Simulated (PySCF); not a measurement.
C₅H₁₀OS.
Numbering: `[CH3:1][O:2][CH2:3][CH2:4][C:5]([CH3:6])=[S:7]` (hydrogens: H8, H9, H10 on C1; H11, H12 on C3; H13, H14 on C4; H15, H16, H17 on C6)

Method: TDDFT B3LYP/def2-SVPD, vertical, gas phase, core orbitals frozen in the response (PySCF 2.14.0, density-fitted response routines). One conformer (not necessarily the lowest) at the GFN2-xTB geometry, without solvent, vibrations or thermal averaging. Torsions of this conformer, `[CH3:1][O:2][CH2:3][CH2:4][C:5]([CH3:6])=[S:7]`: C1–O2–C3–C4 -176°, O2–C3–C4–C5 70°, C3–C4–C5–C6 -85°.

Each state is given a Gaussian of 0.3 eV full width at half maximum, with ε(max) = 2.175×10⁸ f / Δν̃ (Δν̃ the width in cm⁻¹). The cross-section is σ = 3.8235×10⁻²¹ ε cm², given in Mb (10⁻¹⁸ cm²). The width is an assumption, not a result. The curve ends short of the highest state used, and states not computed would add to its high-energy end.

E (eV), σ (Mb) and a bar:
```
     2.09       0.00 
     2.25       0.00 
     2.42       0.01 
     2.58       0.01 
     2.74       0.00 
     2.91       0.00 
     3.07       0.00 
     3.23       0.00 
     3.39       0.00 
     3.56       0.00 
     3.72       0.00 
     3.88       0.00 
     4.04       0.00 
     4.21       0.00 
     4.37       0.09 
     4.53       1.01 
     4.69       2.25 #
     4.86       0.93 
     5.02       0.08 
     5.18       0.37 
     5.35      12.66 ####
     5.51      71.54 #########################
     5.67      86.05 ##############################
     5.83      23.50 ########
```

Task: Locate the maxima and give the states behind the curve.

Result: 264 nm (4.69 eV), ε about 590, made up of S2 (100%); 221 nm (5.61 eV), ε about 25000, made up of S3 (16%) and S4 (84%) (ε in L mol⁻¹ cm⁻¹; maxima over ε = 5, shares over 10%). The states used: S1 2.54 eV (f 0.0000); S2 4.69 eV (f 0.0065); S3 5.57 eV (f 0.045); S4 5.62 eV (f 0.237); S5 6.03 eV (f 0.016); S6 6.17 eV (f 0.0071); S7 6.37 eV (f 0.015); S8 6.43 eV (f 0.020).

Task: Coming from long wavelengths, where does ε first pass 100 L mol⁻¹ cm⁻¹?

Result: At about 278 nm (4.45 eV), 1.91 eV above S1.

Task: What would ε be at 5.61 eV, the highest of these maxima, with half the width (0.15 eV)?

Result: About 49200 L mol⁻¹ cm⁻¹ against 25200, a factor of about 1.96; a lone state at its own centre would give exactly 2.

Task: Does any computed singlet lie in the visible range?

Result: S1 lies in the visible range (380 to 750 nm), at 488 nm, dark in the vertical dipole picture (f under 0.0005); light of that wavelength is green-blue to blue-green, and its complementary colour is orange to red; a Tamm–Dancoff triplet lies at 588 nm, without intensity as long as spin–orbit coupling is left out.
